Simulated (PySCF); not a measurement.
# Relaxation of doublet WO2(OH)

Computed with UPBE0/[W def2-TZVP with ECP60, O def2-TZVP, H def2-TZVP], scalar-relativistic core potentials, density fitting, no spin–orbit coupling, PySCF. A (50,194) grid was used.

A hand-made trigonal pyramidal (heavy-atom frame) start, with no symmetry imposed:

Coordinates in bohr (charge 0 multiplicity 2):
```
W     0.0278    0.0362   -0.3475
O     2.9811    0.0362    1.2228
O    -1.4488    2.5937    1.2228
O    -1.6406   -2.8538    1.4267
H    -3.3589   -3.0507    1.9742
```

(1) What does it relax to?

(2) How much energy is released, and in how many steps?

Results:

(1) It ends at C1 with O–H 0.959 Å, W–O 1.705 Å (×2), W–O 1.881 Å; H–O–W 132.7°, O–W–O 111.8°, O–W–O 117.3°, O–W–O 120.8° (after a last refinement on a finer grid). A frequency run shows a minimum.

(2) 133.7 kJ/mol in 11 steps.

With open d or f shells other occupations or spin states may lie lower. With an element this heavy the missing spin–orbit coupling can shift these numbers.

The relaxation took 100 s on 4 threads of a shared Arm Neoverse V1 host, with 139 basis functions and 13 gradients; the process peaked at 0.86 GiB.
